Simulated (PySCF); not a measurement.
# Reading the logs of faulty runs: AlB2GeH6

Calculated results; nothing here was measured. The program is PySCF 2.14.0, an open-source quantum chemistry code, run on an isolated molecule that a program drew, which may never have been made. The molecule is AlB2GeH6 (charge 0, doublet), drawn as the SMILES string `[BH2][GeH][BH][AlH2]`.

Each row is a Hartree-Fock (HF) and frozen-core CCSD(T) single point in the cc-pV(D+d)Z basis, meant for a local HF minimum. Run 1 is clean. Each other run has one planted mistake out of seven kinds, and not every kind appears here: one electron removed, one electron added, multiplicity raised by two, geometry at a saddle point, minimal basis STO-3G, one bond length entered in bohr, all coordinates scaled. The reference is restricted for singlets and unrestricted otherwise, and also for a bond in bohr. Adding or removing an electron swaps singlet and doublet. Electrons count all cores. HOMO and LUMO are orbital energies over both spins, the gradient is its largest component, and the lowest frequency (negative if imaginary) is given only where the gradient is small. Bond lengths are over the 9 bonds as drawn. T1 is the CCSD diagnostic: over 0.02 (restricted) or 0.045 (unrestricted) a single reference is doubtful. Germanium has the cc-pVDZ-PP basis, with a core potential (ECP10MDF) in place of its 10 inner electrons, and its 3s, 3p and 3d shells are frozen in CCSD(T).

Geometry of the clean run:
```xyz
10
AlB2GeH6, angstrom
B     1.8562    2.6697    0.6374
Ge    1.1114    2.4204   -1.2462
B    -0.3712    1.1013   -1.7396
Al   -1.3309   -0.1892   -0.3238
H     1.4112    2.0088    1.5351
H     2.7258    3.4584    0.8711
H     1.7217    3.2923   -2.3522
H    -0.6775    1.0955   -2.9033
H    -2.6272    0.2811    0.4613
H    -0.7642   -1.6421   -0.0302
```

| run | electrons | basis functions | <S^2> | HOMO (eV) | LUMO (eV) | gradient (hartree/bohr) | lowest frequency (cm^-1) | mean bond (Å) | longest bond (Å) | T1 | HF (hartree) | CCSD(T) (hartree) | mistake |
|---|---|---|---|---|---|---|---|---|---|---|---|---|---|
| 1 | 61 | 104 | 0.760 | -8.22 | -0.21 | 2.5e-05 | 75 | 1.6153 | 2.143 | 0.0171 | -588.06797 | -588.45054 | no fault |
| 2 | 61 | 104 | 3.774 | -6.41 | -1.28 | 4.5e-02 | - | 1.6153 | 2.143 | 0.0277 | -587.97400 | -588.34993 | multiplicity raised by two |
| 3 | 62 | 104 | 0.000 | -1.64 | 4.92 | 2.6e-02 | - | 1.6153 | 2.143 | 0.0236 | -588.09961 | -588.53029 | one electron added |
| 4 | 61 | 104 | 1.703 | -7.95 | 0.16 | 1.3e-02 | - | 1.8170 | 3.856 | 0.0430 | -587.96065 | -588.32247 | one bond length entered in bohr |
| 5 | 61 | 104 | 0.757 | -8.64 | -0.44 | 6.5e-02 | - | 1.4715 | 1.952 | 0.0147 | -587.99499 | -588.37416 | ? |

**Which mistake was planted in run 5, and what did it cost?**

The mean and the longest bond both change by the same factor, 0.911, and the gradient is no longer small. So the mistake is: all coordinates scaled. Subtracting run 1 and multiplying by 627.51 kcal/mol a hartree, the energy moved by 45.8 kcal/mol in HF and 47.9 kcal/mol in CCSD(T).

Cautions from the logs. Run 3: T1 is over the limit, so its CCSD(T) energy is less reliable.
